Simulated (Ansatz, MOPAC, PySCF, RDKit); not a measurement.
Pair of molecules: CH4 (SMILES C) (first 5 atoms) with CH6Si (SMILES C[SiH3]); geometry from B3LYP-D3(BJ)/def2-TZVP, rigid monomers moved along the line of their centres of mass till C1···Si7 is 3.51 Å.
(charge 0, multiplicity 1):
```xyz
13

C     -0.0819     0.0014    -0.3131
H     -1.0374    -0.0953     0.2006
H      0.3018     1.0128    -0.1849
H      0.6276    -0.7111     0.1046
H     -0.2193    -0.2010    -1.3743
C     -0.1906     1.2639     3.0257
Si     0.1518    -0.5763     3.1448
H     -0.3132     1.5693     1.9857
H      0.6310     1.8407     3.4541
H     -1.1029     1.5241     3.5655
H     -0.9639    -1.3570     2.5574
H      0.3087    -0.9846     4.5626
H      1.3976    -0.9268     2.4208
```

Interaction energies are E(AB) − E(A) − E(B) at the monomers' geometry in the complex; basis-set methods are counterpoise corrected. Rows marked so take none. RDKit's UFF carries no charges.

Frozen-core correlation. Rows in 3-21G, STO-3G carry no dispersion term and start afresh at each structure. The state that AM1 reach isn't checked.

Programs: Ansatz (an electronic-structure program) with Gaussian orbitals; MOPAC for AM1 (differences of heats of formation); PySCF for 3-21G rows, STO-3G rows, the dispersion terms; RDKit for the force fields. 

```
level                        interaction energy (kJ/mol)
---------------------------  ---------------------------
MMFF94                                              10.9
UFF                                                 -0.9
AM1                                                  6.7
HF/STO-3G (no counterpoise)                          9.8
HF/3-21G (no counterpoise)                           7.4
B3LYP/def2-TZVPPD                                    8.6
B3LYP-D4/def2-TZVPPD                                -0.7
PBE0/def2-TZVPPD                                     ___
CCSD(T)/aug-cc-pV(D+d)Z                              ___
```

**Question.** Fill in the missing entries.

**Answer.** 
- PBE0/def2-TZVPPD, interaction energy (kJ/mol): 4.0
- CCSD(T)/aug-cc-pV(D+d)Z, interaction energy (kJ/mol): 1.0
